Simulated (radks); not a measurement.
Species: F+. Configuration: [He] 2s1.5 2p4.5 (fractional occupations, a model configuration). Calculated with a radial shooting solver on a logarithmic mesh with Libxc functionals: scalar-relativistic Kohn-Sham, r2SCAN, spin-polarised, spherical densities, finite nucleus; open shells are filled with parallel spins first; meta-GGA in the generalised Kohn-Sham scheme; Fermi nuclear charge, rms radius 2.8976 fm.

Local quantities along the radius. ELF = 1/(1 + alpha^2) is the electron localisation function; alpha = (tau - tau_W)/tau_unif compares the Pauli kinetic energy density with that of the uniform gas (summed over spins); 4 pi r^2 rho is in e/bohr; s = |grad rho|/(2 (3 pi^2)^(1/3) rho^(4/3)) is the reduced gradient; r v_xc is r times the local exchange-correlation potential of spin up (hartree bohr, multiplicative part alone). tau is taken from the large components.

r (bohr),ELF,alpha,4 pi r^2 rho,s,r v_xc
0.006176,1.000,0.004529,0.1934,0.4087,-0.08436
0.007604,1.000,0.004670,0.2855,0.4093,-0.09610
0.009362,1.000,0.004859,0.4189,0.4113,-0.1103
0.01153,1.000,0.005110,0.6102,0.4147,-0.1274
0.01419,1.000,0.005443,0.8810,0.4196,-0.1478
0.01747,1.000,0.005889,1.258,0.4265,-0.1721
0.02151,1.000,0.006495,1.772,0.4355,-0.2007
0.02649,1.000,0.007335,2.455,0.4473,-0.2339
0.03261,1.000,0.008527,3.332,0.4626,-0.2720
0.04015,1.000,0.01027,4.410,0.4822,-0.3150
0.04943,1.000,0.01294,5.661,0.5076,-0.3624
0.06086,1.000,0.01722,7.000,0.5406,-0.4133
0.07494,0.999,0.02449,8.268,0.5838,-0.4659
0.09226,0.999,0.03779,9.239,0.6405,-0.5184
0.1136,0.996,0.06432,9.660,0.7156,-0.5697
0.1399,0.985,0.1225,9.341,0.8135,-0.6232
0.1708,0.939,0.2540,8.328,0.9294,-0.6742
0.2103,0.740,0.5931,6.793,1.052,-0.5699
0.259,0.349,1.366,5.268,1.087,-0.4531
0.3188,0.159,2.301,4.311,0.8775,-0.5309
0.3925,0.188,2.082,4.226,0.5145,-0.5971
0.4833,0.418,1.179,4.845,0.3411,-0.7944
0.595,0.684,0.6798,5.593,0.3774,-0.9001
0.7326,0.803,0.4949,5.832,0.4936,-0.9488
0.902,0.834,0.4460,5.245,0.6502,-0.9909
1.111,0.815,0.4770,3.979,0.8619,-0.9771
1.367,0.737,0.5972,2.502,1.176,-0.9166
1.684,0.565,0.8778,1.275,1.687,-0.7697
2.073,0.299,1.532,0.5111,2.592,-0.2880
2.552,0.088,3.228,0.1550,4.335,-0.09795
3.142,0.014,8.252,0.03406,8.033,-0.1668
3.869,0.001,26.21,0.005108,16.89,-0.1042

On this mesh the ELF has minima near r = 0.35 bohr, which separate the shells, and maxima near 0.90 (0.83).

Self-consistent cycle (total energy in hartree, residual of the potential): 1: -98.481483, 1e+00; 2: -98.669511, 8e-01; 3: -98.767514, 2e-01; 4: -98.768674, 5e-02; 5: -98.769185, 6e-03; 6: -98.769199, 2e-03; 7: -98.769200, 4e-04; 8: -98.769200, 1e-04; 9: -98.769200, 6e-05; 10: -98.769200, 2e-05; 11: -98.769200, 4e-06; 12: -98.769200, 9e-06; 13: -98.769200, 1e-06; 14: -98.769200, 5e-07.
